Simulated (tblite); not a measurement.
What does the GFN2-xTB structure of `NC(=O)[C@H]1[SiH2][SiH2][SiH2]C1=O` look like in three dimensions?

```
atom  x, y, z in Å
N1     2.6584    0.4385    0.1784
C2     1.3720    0.2749   -0.1886
O3     0.8394    1.0383   -0.9935
C4     0.6130   -0.8177    0.4330
Si5   -0.5991    0.1145    1.6597
Si6   -1.9139    1.1554    0.0351
Si7   -1.2521   -0.2235   -1.7154
C8    -0.2521   -1.4598   -0.6119
O9    -0.3894   -2.6615   -0.6689
H10    3.1969    1.1786   -0.2410
H11    3.1123   -0.1965    0.8098
H12    1.2418   -1.5436    0.9492
H13   -1.1135   -0.9676    2.5076
H14    0.3352    0.8352    2.5431
H15   -1.6354    2.5946   -0.0342
H16   -3.3308    1.1073    0.4475
H17   -2.3534   -1.0727   -2.2140
H18   -0.5380    0.2120   -2.9078
```

Orientation and origin are arbitrary. Atoms count from 1 in this order. Si7 and O3 aren't drawn bonded (4 bonds apart) but lie 2.55 Å from each other; Cordero's covalent radii sum to 1.77 Å. Si7 (SiH2 silicon) has angles from 95.5° to 125.4°. Si6 (SiH2 silicon) has angles from 95.7° to 119.5°. N1 (amide nitrogen) is planar (angles 121.7°, 119.1° and 119.0°, sum 359.9°, 0.02 Å off the plane of its three neighbours).

Bonds between heavy atoms (Å): N1–C2 1.348, C2=O3 1.231, C2–C4 1.468, C4–Si5 1.960, Si5–Si6 2.335, Si6–Si7 2.325, Si7–C8 1.935, C8=O9 1.211, C4–C8 1.501.

The geometry is computed with GFN2-xTB (gas phase).

Point group: C1 (no symmetry element, even within 0.4 Å). Its GFN2-xTB frequencies are all real (lowest 69 cm⁻¹). The numbers are those of one conformer (H–N1–C2–O3 -2° and -178°, N1–C2–C4–Si5 107°, C2–C4–Si5–Si6 68°, C4–Si5–Si6–Si7 17°, Si5–Si6–Si7–C8 7°, Si6–Si7–C8–O9 130°). 3 starts were optimised and ended at 0.00, 5.14 and 5.88 kcal/mol (GFN2-xTB); the lowest of these is shown.

Time: 2.1 s of wall time. Hardware: Arm Neoverse N1, one thread, shared host with 64 logical CPUs at a one-minute load of 56. This is the geometry optimisation.
